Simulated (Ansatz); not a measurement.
Ansatz (a program for electronic structure) input file for Si(Me)(OH)3 (CH6O3Si), SMILES C[Si](O)(O)O, B3LYP-D3(BJ)/def2-SVP. 

Ansatz 0.2 input:
```yaml
crystal:
  periodic: [false, false, false]
  atoms:
    - {symbol: C, position_ang: [0.00000001, 0.00000002, -1.85304652]}
    - {symbol: Si, position_ang: [-0.00000000, -0.00000000, 0.04676199]}
    - {symbol: O, position_ang: [-1.37751063, -0.63960206, 0.63440230]}
    - {symbol: O, position_ang: [0.13484369, 1.51276022, 0.63440233]}
    - {symbol: O, position_ang: [1.24266694, -0.87315818, 0.63440231]}
    - {symbol: H, position_ang: [-0.91830286, 0.42081899, -2.25108793]}
    - {symbol: H, position_ang: [0.82359137, 0.58486415, -2.25108791]}
    - {symbol: H, position_ang: [0.09471153, -1.00568307, -2.25108794]}
    - {symbol: H, position_ang: [-1.46908884, -1.58672132, 0.66373984]}
    - {symbol: H, position_ang: [-0.63959654, 2.06562890, 0.66373989]}
    - {symbol: H, position_ang: [2.10868538, -0.47890761, 0.66373988]}
basis:
  gaussian:
    orbitals: def2-SVP
hamiltonian:
  xc: b3lyp
  dispersion: d3bj
relax: {f_tol: 0.002, max_steps: 200}
```

Program output:

```
WARN ansatz: RAYON_NUM_THREADS=1 ignored (pool sized by the plan → 1); use --threads N
Functional definition: B3LYP
integrals: 0.06 GiB planned
1074 factors; integrals over basis functions are off by at most 3.9e-4 eV
mean field: 0.42 GiB planned
mean field evaluation 1: about -15135.2353 eV, gradient 9.0e1 eV
mean field evaluation 2: about -15122.9456 eV, gradient 1.2e2 eV
mean field evaluation 4: about -15149.9462 eV, gradient 3.4e0 eV
mean field evaluation 8: about -15149.9760 eV, gradient 4.8e-2 eV
mean field -15149.97597512 eV, -556.7513480632 hartree, gradient 7.6e-5 eV, S^2 0.000000; 0 other end points of the search recorded, 0 dependent functions left out
the calculation of the forces begins
reference -15149.97619472 eV, -556.7513561333 hartree; 25, 25 occupied and 79, 79 virtual orbitals, 1074 factors
relax step   1: F+E_penalty+E_count = -15150.33446844 eV  Δ(F+E_penalty+E_count) = +0.000e0 eV  max|allowed force component| = 1.447e0 eV/Å  Δτ_max = 0.0000 Å  (23 SCF iters, accepted)
these checks for a lower state are left out or cut short: starts, cluster_reference, orbital_swaps, neighbouring_geometries, increment
integrals: 0.06 GiB planned
1074 factors; integrals over basis functions are off by at most 3.9e-4 eV
mean field: 0.42 GiB planned
mean field evaluation 16: about -15150.0386 eV, gradient 8.5e-3 eV
mean field -15150.04057484 eV, -556.7537220589 hartree, gradient 3.1e-5 eV, S^2 0.000000; 0 other end points of the search recorded, 0 dependent functions left out
the calculation of the forces begins
reference -15150.04079499 eV, -556.7537301493 hartree; 25, 25 occupied and 79, 79 virtual orbitals, 1074 factors
relax step   2: F+E_penalty+E_count = -15150.39872334 eV  Δ(F+E_penalty+E_count) = -6.425e-2 eV  max|allowed force component| = 8.026e-1 eV/Å  Δτ_max = 0.0260 Å  (25 SCF iters, accepted)
these checks for a lower state are left out or cut short: starts, cluster_reference, orbital_swaps, neighbouring_geometries, increment
integrals: 0.06 GiB planned
1074 factors; integrals over basis functions are off by at most 3.9e-4 eV
mean field: 0.41 GiB planned
mean field -15150.05942105 eV, -556.7544146443 hartree, gradient 3.2e-5 eV, S^2 0.000000; 0 other end points of the search recorded, 0 dependent functions left out
the calculation of the forces begins
reference -15150.05964164 eV, -556.7544227509 hartree; 25, 25 occupied and 79, 79 virtual orbitals, 1074 factors
relax step   3: F+E_penalty+E_count = -15150.41671775 eV  Δ(F+E_penalty+E_count) = -1.799e-2 eV  max|allowed force component| = 9.804e-2 eV/Å  Δτ_max = 0.0298 Å  (25 SCF iters, accepted)
these checks for a lower state are left out or cut short: starts, cluster_reference, orbital_swaps, neighbouring_geometries, increment
integrals: 0.06 GiB planned
1074 factors; integrals over basis functions are off by at most 3.9e-4 eV
mean field: 0.41 GiB planned
mean field -15150.06048165 eV, -556.7544536207 hartree, gradient 3.4e-5 eV, S^2 0.000000; 0 other end points of the search recorded, 0 dependent functions left out
the calculation of the forces begins
reference -15150.06070207 eV, -556.7544617209 hartree; 25, 25 occupied and 79, 79 virtual orbitals, 1074 factors
relax step   4: F+E_penalty+E_count = -15150.41791419 eV  Δ(F+E_penalty+E_count) = -1.196e-3 eV  max|allowed force component| = 2.237e-1 eV/Å  Δτ_max = 0.0242 Å  (24 SCF iters, accepted)
these checks for a lower state are left out or cut short: starts, cluster_reference, orbital_swaps, neighbouring_geometries, increment
integrals: 0.06 GiB planned
1074 factors; integrals over basis functions are off by at most 3.9e-4 eV
mean field: 0.41 GiB planned
mean field evaluation 32: about -15150.0690 eV, gradient 8.8e-2 eV
mean field -15150.06902716 eV, -556.7547676624 hartree, gradient 7.4e-5 eV, S^2 0.000000; 0 other end points of the search recorded, 0 dependent functions left out
the calculation of the forces begins
reference -15150.06924805 eV, -556.7547757800 hartree; 25, 25 occupied and 79, 79 virtual orbitals, 1074 factors
relax step   5: F+E_penalty+E_count = -15150.42642611 eV  Δ(F+E_penalty+E_count) = -8.512e-3 eV  max|allowed force component| = 1.487e-1 eV/Å  Δτ_max = 0.0627 Å  (24 SCF iters, accepted)
these checks for a lower state are left out or cut short: starts, cluster_reference, orbital_swaps, neighbouring_geometries, increment
integrals: 0.06 GiB planned
1074 factors; integrals over basis functions are off by at most 3.9e-4 eV
mean field: 0.42 GiB planned
mean field -15150.08507651 eV, -556.7553574654 hartree, gradient 1.6e-5 eV, S^2 0.000000; 0 other end points of the search recorded, 0 dependent functions left out
the calculation of the forces begins
reference -15150.08529847 eV, -556.7553656222 hartree; 25, 25 occupied and 79, 79 virtual orbitals, 1074 factors
relax step   6: F+E_penalty+E_count = -15150.44218417 eV  Δ(F+E_penalty+E_count) = -1.576e-2 eV  max|allowed force component| = 3.259e-1 eV/Å  Δτ_max = 0.1071 Å  (26 SCF iters, accepted)
these checks for a lower state are left out or cut short: starts, cluster_reference, orbital_swaps, neighbouring_geometries, increment
integrals: 0.06 GiB planned
1074 factors; integrals over basis functions are off by at most 3.9e-4 eV
mean field: 0.42 GiB planned
mean field -15150.09454884 eV, -556.7557055670 hartree, gradient 1.5e-5 eV, S^2 0.000000; 0 other end points of the search recorded, 0 dependent functions left out
the calculation of the forces begins
reference -15150.09477150 eV, -556.7557137497 hartree; 25, 25 occupied and 79, 79 virtual orbitals, 1074 factors
relax step   7: F+E_penalty+E_count = -15150.45176643 eV  Δ(F+E_penalty+E_count) = -9.582e-3 eV  max|allowed force component| = 5.421e-1 eV/Å  Δτ_max = 0.0692 Å  (27 SCF iters, accepted)
these checks for a lower state are left out or cut short: starts, cluster_reference, orbital_swaps, neighbouring_geometries, increment
integrals: 0.06 GiB planned
1074 factors; integrals over basis functions are off by at most 3.9e-4 eV
mean field: 0.42 GiB planned
mean field -15150.11104372 eV, -556.7563117426 hartree, gradient 5.8e-5 eV, S^2 0.000000; 0 other end points of the search recorded, 0 dependent functions left out
the calculation of the forces begins
reference -15150.11126956 eV, -556.7563200422 hartree; 25, 25 occupied and 79, 79 virtual orbitals, 1074 factors
relax step   8: F+E_penalty+E_count = -15150.46771753 eV  Δ(F+E_penalty+E_count) = -1.595e-2 eV  max|allowed force component| = 4.088e-1 eV/Å  Δτ_max = 0.0578 Å  (23 SCF iters, accepted)
these checks for a lower state are left out or cut short: starts, cluster_reference, orbital_swaps, neighbouring_geometries, increment
integrals: 0.06 GiB planned
1074 factors; integrals over basis functions are off by at most 3.9e-4 eV
mean field: 0.42 GiB planned
mean field -15150.13564895 eV, -556.7572159680 hartree, gradient 2.5e-5 eV, S^2 0.000000; 0 other end points of the search recorded, 0 dependent functions left out
the calculation of the forces begins
reference -15150.13587582 eV, -556.7572243055 hartree; 25, 25 occupied and 79, 79 virtual orbitals, 1074 factors
relax step   9: F+E_penalty+E_count = -15150.49289963 eV  Δ(F+E_penalty+E_count) = -2.518e-2 eV  max|allowed force component| = 1.744e-1 eV/Å  Δτ_max = 0.1181 Å  (26 SCF iters, accepted)
these checks for a lower state are left out or cut short: starts, cluster_reference, orbital_swaps, neighbouring_geometries, increment
integrals: 0.06 GiB planned
1074 factors; integrals over basis functions are off by at most 3.9e-4 eV
mean field: 0.42 GiB planned
mean field evaluation 64: about -15150.1420 eV, gradient 5.7e-5 eV
mean field -15150.14195054 eV, -556.7574475472 hartree, gradient 6.5e-5 eV, S^2 0.000000; 0 other end points of the search recorded, 0 dependent functions left out
the calculation of the forces begins
reference -15150.14217934 eV, -556.7574559555 hartree; 25, 25 occupied and 79, 79 virtual orbitals, 1074 factors
relax step  10: F+E_penalty+E_count = -15150.49942396 eV  Δ(F+E_penalty+E_count) = -6.524e-3 eV  max|allowed force component| = 2.571e-2 eV/Å  Δτ_max = 0.0662 Å  (25 SCF iters, accepted)
these checks for a lower state are left out or cut short: starts, cluster_reference, orbital_swaps, neighbouring_geometries, increment
integrals: 0.06 GiB planned
1074 factors; integrals over basis functions are off by at most 3.9e-4 eV
mean field: 0.42 GiB planned
mean field -15150.14228531 eV, -556.7574598498 hartree, gradient 3.0e-5 eV, S^2 0.000000; 0 other end points of the search recorded, 0 dependent functions left out
the calculation of the forces begins
reference -15150.14251447 eV, -556.7574682715 hartree; 25, 25 occupied and 79, 79 virtual orbitals, 1074 factors
relax step  11: F+E_penalty+E_count = -15150.49962945 eV  Δ(F+E_penalty+E_count) = -2.055e-4 eV  max|allowed force component| = 7.191e-2 eV/Å  Δτ_max = 0.0116 Å  (24 SCF iters, accepted)
these checks for a lower state are left out or cut short: starts, cluster_reference, orbital_swaps, neighbouring_geometries, increment
integrals: 0.06 GiB planned
1074 factors; integrals over basis functions are off by at most 3.9e-4 eV
mean field: 0.42 GiB planned
mean field -15150.14237447 eV, -556.7574631264 hartree, gradient 3.0e-5 eV, S^2 0.000000; 0 other end points of the search recorded, 0 dependent functions left out
the calculation of the forces begins
reference -15150.14260371 eV, -556.7574715509 hartree; 25, 25 occupied and 79, 79 virtual orbitals, 1074 factors
relax step  12: F+E_penalty+E_count = -15150.49982904 eV  Δ(F+E_penalty+E_count) = -1.996e-4 eV  max|allowed force component| = 1.915e-2 eV/Å  Δτ_max = 0.0098 Å  (25 SCF iters, accepted)
these checks for a lower state are left out or cut short: starts, cluster_reference, orbital_swaps, neighbouring_geometries, increment
integrals: 0.06 GiB planned
1074 factors; integrals over basis functions are off by at most 3.9e-4 eV
mean field: 0.42 GiB planned
mean field -15150.14238926 eV, -556.7574636699 hartree, gradient 2.0e-5 eV, S^2 0.000000; 0 other end points of the search recorded, 0 dependent functions left out
the calculation of the forces begins
reference -15150.14261857 eV, -556.7574720968 hartree; 25, 25 occupied and 79, 79 virtual orbitals, 1074 factors
relax step  13: F+E_penalty+E_count = -15150.49987077 eV  Δ(F+E_penalty+E_count) = -4.174e-5 eV  max|allowed force component| = 4.028e-3 eV/Å  Δτ_max = 0.0084 Å  (21 SCF iters, accepted)
these checks for a lower state are left out or cut short: starts, cluster_reference, orbital_swaps, neighbouring_geometries, increment
integrals: 0.06 GiB planned
1074 factors; integrals over basis functions are off by at most 3.9e-4 eV
mean field: 0.42 GiB planned
mean field -15150.14239404 eV, -556.7574638456 hartree, gradient 1.6e-5 eV, S^2 0.000000; 0 other end points of the search recorded, 0 dependent functions left out
the calculation of the forces begins
reference -15150.14262343 eV, -556.7574722757 hartree; 25, 25 occupied and 79, 79 virtual orbitals, 1074 factors
relax step  14: F+E_penalty+E_count = -15150.49988521 eV  Δ(F+E_penalty+E_count) = -1.444e-5 eV  max|allowed force component| = 7.142e-4 eV/Å  Δτ_max = 0.0096 Å  (20 SCF iters, accepted)
integrals: 0.06 GiB planned
1074 factors; integrals over basis functions are off by at most 3.9e-4 eV
mean field: 0.42 GiB planned
mean field evaluation 96: about -15150.1423 eV, gradient 1.8e-1 eV
mean field -15150.14239404 eV, -556.7574638456 hartree, gradient 1.6e-5 eV, S^2 0.000000; 1 other end points of the search recorded, 0 dependent functions left out
the calculation of the forces begins
reference -15150.14262343 eV, -556.7574722757 hartree; 25, 25 occupied and 79, 79 virtual orbitals, 1074 factors
Total energy: -15150.50011461 eV, -556.7706098340 hartree
Atom 0 at    -0.000038     0.000013    -1.982770 Å, force     0.000121    -0.000132    -0.000713 eV/Å
Atom 1 at     0.000063     0.000068    -0.130813 Å, force    -0.000061     0.000153    -0.000132 eV/Å
Atom 2 at    -1.415305    -0.663973     0.447113 Å, force     0.000338    -0.000714     0.000213 eV/Å
Atom 3 at     0.132568     1.557872     0.446990 Å, force    -0.000520     0.000124     0.000182 eV/Å
Atom 4 at     1.282966    -0.893620     0.446825 Å, force     0.000353     0.000655     0.000214 eV/Å
Atom 5 at    -0.935066     0.432724    -2.371753 Å, force     0.000617    -0.000301     0.000278 eV/Å
Atom 6 at     0.842231     0.593337    -2.371834 Å, force    -0.000522    -0.000347     0.000127 eV/Å
Atom 7 at     0.092680    -1.026140    -2.371652 Å, force    -0.000066     0.000568    -0.000012 eV/Å
Atom 8 at    -1.299417    -1.387368     1.074065 Å, force    -0.000531     0.000277    -0.000045 eV/Å
Atom 9 at    -0.551689     1.819026     1.074195 Å, force     0.000396     0.000352     0.000083 eV/Å
Atom 10 at     1.851005    -0.431938     1.074511 Å, force    -0.000125    -0.000634    -0.000194 eV/Å
Dipole moment:    -0.000090    -0.000213     0.323755 e Å
```

The calculation finished and met its thresholds.
